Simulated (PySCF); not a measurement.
## Correlation energy of S(2+) (sulfur, charge +2)

[Ne] 3s2 3p2, high-spin 3P determinant. Computed with PySCF 2.14 in dyall-av3z, with the spin-free X2C one-electron Hamiltonian (Gaussian nucleus). Frozen: [Ne]; 4 electrons correlated; the 26 highest virtual orbitals of each spin left out.

```csv
level,correlation energy (mhartree)
CCSD,-89.99
(T),-2.15
CCSD(T),-92.14
```

Diagnostics: T1 = 0.0083, D1 = 0.0211, largest double amplitude 0.103.

Is a single reference adequate?

Mostly. T1 lies below 0.03, but a double amplitude of this size points to a near-degeneracy that CCSD handles and MP2 describes poorly.
